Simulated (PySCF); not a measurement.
# Structure from 2D NMR

Compound of formula C$_{4}$H$_{4}$F$_{3}$N. Correlations simulated from computed shifts and the bond graph:

HSQC (one-bond C–H):
| δH | δC |
| --- | --- |
| 7.81 | 146.8 |
| 7.39 | 150.0 |
| 6.37 | 136.6 |
| 6.00 | 136.6 |

COSY cross peaks (H two or three bonds apart, from the bond graph; peaks can be absent where the dihedral angle is near 90°):
| δH | δH |
| --- | --- |
| 7.81 | 6.37 |
| 7.81 | 6.00 |
| 6.37 | 6.00 |

HMBC (two and three bonds, from the bond graph):
| δH | δC |
| --- | --- |
| 7.81 | 150.0, 136.6 |
| 7.39 | 146.8, 125.4 |
| 6.37 | 146.8 |
| 6.00 | 146.8 |

Carbons without hydrogens: δ 125.4.

Computed data (PySCF 2.14.0 with density-fitted response routines): GIAO PBE0/pcSseg-1 shieldings, geometry: GFN2-xTB. Non-relativistic Hamiltonian, one averaged value for each set of equivalent atoms, no solvent, a single conformation.

Shifts are taken against calculated references (same method and geometry level): TMS for ¹H (σ = 31.72 ppm), ¹³C (σ = 186.93 ppm).

Exchangeable hydrogens are left out of these lists.

Task: Assemble the structure.

Result: `C=C/N=C\C(F)(F)F`.

Mapped SMILES: `[CH2:1]=[CH:2]/[N:3]=[CH:4]\[C:5]([F:6])([F:7])[F:8]` (H(Xn): hydrogen on atom n). Ha(C1) is cis to N3; Hb(C1) is trans to N3.

δC 150.0 is C4, a C=N carbon (δH 7.39). δC 146.8 is C2, an alkene CH (δH 7.81). δC 136.6 is C1, a terminal =CH2 carbon (δH 6.37, 6.00). δC 125.4 is C5, a CF3 carbon. HMBC from δH 7.39 reaches the proton-free carbon C5. COSY links 7.81–6.37, 7.81–6.00, 6.37–6.00.

This is the structure that produced the data.

Shifts are as computed. Against solution values, carbons near 30 ppm lie about +3 ppm off and those near 130 ppm about +5 ppm. Of 1211 compounds with measured shifts, 218 miss one by over three times the rms of a fit or turn the order of signals round; such compounds aren't used in these exercises.
